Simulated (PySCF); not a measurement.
Coordinates in bohr (charge 0 multiplicity 1):
```
W     0.0000    0.0000   -0.2608
O     3.0306    0.0000    0.9998
O    -1.5153    2.6246    0.9998
O    -1.5153   -2.6246    0.9998
```

Computed with PBE/[W def2-TZVP with ECP60, O def2-TZVP], scalar-relativistic core potentials, density fitting, no spin–orbit coupling, PySCF.

This geometry of WO3 is a stationary point at this level.

Problem. What is the point group?

Solution. C3v.

Problem. Is it a minimum?

Solution. Yes: all harmonic wavenumbers are real.

Problem. List the harmonic modes with their infrared intensities.

Solution. 
```tsv
symmetry	ω (cm⁻¹)	IR (km/mol, summed over degenerate members)
a1	293	13.6
e	337	3.0
e	916	259
a1	989	2.1
```

Problem. What are the dipole moment and the gap between the highest occupied and lowest empty levels?

Solution. 5.52 D and 1.74 eV.

Problem. Give the ideal-gas entropy at 298.15 K and 1 bar by parts.

Solution. translation 176.8, rotation 95.7, vibration 17.8, spin 0.0; total 290.3 J/(mol K).

In C3v the vibrations span 2a1 + 2e.

Only a few start shapes were tried, so a lower isomer may exist. Spin–orbit coupling, left out here, can matter for elements this heavy.
